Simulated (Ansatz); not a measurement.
`[SiH3][GeH]([Cl])[BH]Cl`, charge 0, multiplicity 1.

Q: Give a relaxed structure at PBE0-D4/def2-TZVP (the Gaussian-basis code of Ansatz). (An estimate is asked.)

A: Computed: 
Z-matrix (Å, degrees):
```
Si
Ge 1 2.388
H 1 1.487 2 109.4
H 1 1.484 2 109.3 3 120.2
H 1 1.485 2 108.9 3 -119.6
Cl 2 2.173 1 105.5 3 -177.9
B 2 2.061 1 113.5 3 62.3
H 2 1.541 1 110.6 3 -63.8
Cl 7 1.726 2 121.3 1 107.2
H 7 1.194 2 121.0 1 -70.6
```
This is one stationary point; other conformers may exist.
